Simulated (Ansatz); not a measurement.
Reaction (ligand exchange at the Si–F bond): `F[SiH]1CO1` + `N[SiH3]` → `[SiH3]N[SiH]1CO1` + H–F

Calculated with Ansatz (gas phase, PBE0-D4/def2-TZVP geometries, no zero-point term in ΔE). CCSD(T)/CBS is the MP2 limit (def2-TZVPP, def2-QZVPP) plus CCSD(T) − MP2 in def2-TZVPP, frozen cores. This one scheme is used for every species. Functionals use def2-TZVPP. B3LYP here is the variant with VWN-RPA as its local correlation; programs differ in this. One conformer a species, not always the lowest.

```tsv
level	ΔE (kJ/mol)	difference from CCSD(T)/CBS
PBE-D4	58.6	2.0
r2SCAN-D4	65.9	9.3
PBE0-D4	56.5	-0.1
B3LYP	73.6	17.0
MP2/def2-TZVPP	55.6	-1.0
SCS-MP2/def2-TZVPP	60.8	4.2
HF/def2-QZVPP	76.4	19.8
HF/CBS(def2)	76.5	19.9
MP2/CBS(def2)	54.3	-2.3
CCSD/CBS(def2)	59.2	2.6
CCSD(T)/CBS	56.6	0
```

Largest T1 diagnostic among the species: 0.013.

The D4 term adds −10.8 kJ/mol with B3LYP and −6.1 kJ/mol with PBE0; it sums over pairs of atoms, weighted by their polarisabilities, and B3LYP, whose exchange is more repulsive, gets the larger term. In def2-TZVPP, CCSD(T) changes the Hartree–Fock value by −17.7 kJ/mol (the triples alone add −2.6 kJ/mol) and MP2 by −20.0 kJ/mol.
